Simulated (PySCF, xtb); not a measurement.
CH2NO, SMILES N[C]=O, multiplicity 2. The values are those of a single conformer.

Harmonic wavenumbers (cm⁻¹) from GFN2-xTB in xtb at its own minimum, in rising order: 406, 475, 567, 1028, 1260, 1445, 1876, 3166, 3503.

What does TPSSh-D3(BJ)/def2-TZVP (PySCF) give at its own minimum? (The exact figures need the calculation; the answer reports its results.)

268, 524, 634, 1092, 1229, 1612, 1842, 3466, 3685. Paired by order, the mean absolute difference is 115 cm⁻¹ and the zero-point energies are 19.6 and 20.5 kcal/mol.
